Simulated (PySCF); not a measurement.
Isomers of C6H13O2P, mass 148.065 u with the commonest isotopes. Method: PBE0/pcSseg-1 in PySCF (dipole) on a GFN2-xTB geometry, gas phase. One conformer each, none proved a minimum here; rigid rotors.

**Question.** Order these by radius of gyration √(Σ m r²/M), largest first.
A. `[CH3:1][CH:2]([CH3:3])[P@:4](=[O:5])([OH:6])[CH:7]1[CH2:8][CH2:9]1` with C1–C2–P4–O5 -59°, C2–P4–O6–H 121°, C2–P4–C7–C8 89°
B. `[CH2:1]=[CH:2][CH2:3][P@:4](=[O:5])([CH2:6][CH3:7])[CH2:8][OH:9]` with C1–C2–C3–P4 -120°, C2–C3–P4–O5 -58°, C3–P4–C6–C7 75°, C3–P4–C8–O9 -172°, P4–C8–O9–H 45°
C. `[CH3:1][O:2][CH2:3][P:4]1[CH2:5][CH2:6][O:7][CH2:8][CH2:9]1` with C1–O2–C3–P4 69°, O2–C3–P4–C5 70°, C3–P4–C5–C6 154°, P4–C5–C6–O7 -65°, C5–C6–O7–C8 66°, C6–O7–C8–C9 -66°
D. `[CH3:1][CH2:2][CH2:3][P:4]([CH3:5])[C:6](=[O:7])[O:8][CH3:9]` with C1–C2–C3–P4 61°, C2–C3–P4–C5 76°, C3–P4–C6–O7 25°, P4–C6–O8–C9 -176°
E. `[CH2:1]=[CH:2][CH2:3][P@@H:4](=[O:5])[CH2:6][CH2:7][O:8][CH3:9]` with C1–C2–C3–P4 108°, C2–C3–P4–O5 179°, C3–P4–C6–C7 -174°, P4–C6–C7–O8 -43°, C6–C7–O8–C9 163°
F. `[CH3:1][CH2:2][P:3]1(=[O:4])[CH2:5][CH2:6][O:7][CH2:8][CH2:9]1` with C1–C2–P3–O4 54°, C2–P3–C5–C6 -165°, P3–C5–C6–O7 63°, C5–C6–O7–C8 -70°, C6–O7–C8–C9 70°

**Answer.** D (2.379 Å), E (2.327 Å), C (2.279 Å), B (2.205 Å), F (2.062 Å), A (2.019 Å).

**Question.** Order these by out-of-plane moment Σ m c² = (Ia + Ib − Ic)/2, smallest first.
A. `[CH2:1]=[CH:2][CH2:3][P@@H:4](=[O:5])[CH2:6][CH2:7][O:8][CH3:9]` with C1–C2–C3–P4 108°, C2–C3–P4–O5 179°, C3–P4–C6–C7 -174°, P4–C6–C7–O8 -43°, C6–C7–O8–C9 163°
B. `[CH2:1]=[CH:2][P@@:3](=[O:4])([OH:5])[C@H:6]([CH3:7])[CH2:8][CH3:9]` with C1–C2–P3–O4 9°, C2–P3–O5–H -113°, C2–P3–C6–C7 174°, P3–C6–C8–C9 61°
C. `[CH3:1][CH2:2][CH2:3][P:4]([CH3:5])[C:6](=[O:7])[O:8][CH3:9]` with C1–C2–C3–P4 61°, C2–C3–P4–C5 76°, C3–P4–C6–O7 25°, P4–C6–O8–C9 -176°
D. `[CH3:1][C:2](=[O:3])[P@@:4]([CH3:5])(=[O:6])[CH:7]([CH3:8])[CH3:9]` with C1–C2–P4–C5 -122°, C2–P4–C7–C8 173°
E. `[CH3:1][O:2][CH2:3][P:4]1[CH2:5][CH2:6][O:7][CH2:8][CH2:9]1` with C1–O2–C3–P4 69°, O2–C3–P4–C5 70°, C3–P4–C5–C6 154°, P4–C5–C6–O7 -65°, C5–C6–O7–C8 66°, C6–O7–C8–C9 -66°
F. `[CH3:1][CH2:2][P:3]1(=[O:4])[CH2:5][CH2:6][O:7][CH2:8][CH2:9]1` with C1–C2–P3–O4 54°, C2–P3–C5–C6 -165°, P3–C5–C6–O7 63°, C5–C6–O7–C8 -70°, C6–O7–C8–C9 70°
G. `[CH2:1]=[CH:2][CH2:3][P@:4](=[O:5])([CH2:6][CH3:7])[CH2:8][OH:9]` with C1–C2–C3–P4 -120°, C2–C3–P4–O5 -58°, C3–P4–C6–C7 75°, C3–P4–C8–O9 -172°, P4–C8–O9–H 45°
H. `[CH3:1][CH:2]([CH3:3])[P@:4](=[O:5])([OH:6])[CH:7]1[CH2:8][CH2:9]1` with C1–C2–P4–O5 -59°, C2–P4–O6–H 121°, C2–P4–C7–C8 89°

**Answer.** E (41.65 u·Å²), C (45.19 u·Å²), A (47.75 u·Å²), G (71.24 u·Å²), F (72.40 u·Å²), B (82.77 u·Å²), H (104.34 u·Å²), D (115.95 u·Å²).

**Question.** Order these by rotational constant A, smallest first.
A. `[CH3:1][CH:2]([CH3:3])[P@:4](=[O:5])([OH:6])[CH:7]1[CH2:8][CH2:9]1` with C1–C2–P4–O5 -59°, C2–P4–O6–H 121°, C2–P4–C7–C8 89°
B. `[CH3:1][C:2](=[O:3])[P@@:4]([CH3:5])(=[O:6])[CH:7]([CH3:8])[CH3:9]` with C1–C2–P4–C5 -122°, C2–P4–C7–C8 173°
C. `[CH3:1][CH2:2][P:3]1(=[O:4])[CH2:5][CH2:6][O:7][CH2:8][CH2:9]1` with C1–C2–P3–O4 54°, C2–P3–C5–C6 -165°, P3–C5–C6–O7 63°, C5–C6–O7–C8 -70°, C6–O7–C8–C9 70°
D. `[CH3:1][CH2:2][CH2:3][P:4]([CH3:5])[C:6](=[O:7])[O:8][CH3:9]` with C1–C2–C3–P4 61°, C2–C3–P4–C5 76°, C3–P4–C6–O7 25°, P4–C6–O8–C9 -176°
E. `[CH2:1]=[CH:2][CH2:3][P@@H:4](=[O:5])[CH2:6][CH2:7][O:8][CH3:9]` with C1–C2–C3–P4 108°, C2–C3–P4–O5 179°, C3–P4–C6–C7 -174°, P4–C6–C7–O8 -43°, C6–C7–O8–C9 163°
F. `[CH3:1][O:2][CH2:3][P:4]1[CH2:5][CH2:6][O:7][CH2:8][CH2:9]1` with C1–O2–C3–P4 69°, O2–C3–P4–C5 70°, C3–P4–C5–C6 154°, P4–C5–C6–O7 -65°, C5–C6–O7–C8 66°, C6–O7–C8–C9 -66°
G. `[CH2:1]=[CH:2][CH2:3][P@:4](=[O:5])([CH2:6][CH3:7])[CH2:8][OH:9]` with C1–C2–C3–P4 -120°, C2–C3–P4–O5 -58°, C3–P4–C6–C7 75°, C3–P4–C8–O9 -172°, P4–C8–O9–H 45°
H. `[CH2:1]=[CH:2][P@@:3](=[O:4])([OH:5])[C@H:6]([CH3:7])[CH2:8][CH3:9]` with C1–C2–P3–O4 9°, C2–P3–O5–H -113°, C2–P3–C6–C7 174°, P3–C6–C8–C9 61°

**Answer.** G (1639 MHz), H (1676 MHz), B (1801 MHz), A (1847 MHz), C (2620 MHz), E (2699 MHz), D (3035 MHz), F (3188 MHz).

```
                   SMILES  point group  Ia (u·Å²)  Ib (u·Å²)  Ic (u·Å²)      κ  μa (D)  μb (D)  μc (D)
              COCP1CCOCC1           C1     158.52     651.92     727.13  -0.94    0.66    0.88    0.60
       C=CC[P@](=O)(CC)CO           C1     308.33     482.61     648.46  -0.38    0.96    1.75    2.84
    CC(C)[P@](=O)(O)C1CC1           C1     273.66     434.09     499.06  -0.64    0.12    2.71    0.61
           CCCP(C)C(=O)OC           C1     166.54     716.38     792.53  -0.94    0.60    1.54    0.84
       C=CC[P@@H](=O)CCOC           C1     187.25     662.55     754.30  -0.91    0.35    3.06    0.43
           CCP1(=O)CCOCC1           C1     192.93     508.79     556.92  -0.90    0.69    0.22    2.99
  CC(=O)[P@@](C)(=O)C(C)C           C1     280.55     456.99     505.64  -0.73    0.45    0.14    1.22
C=C[P@@](=O)(O)[C@H](C)CC           C1     301.60     393.13     529.18  -0.08    0.13    0.78    2.18
```
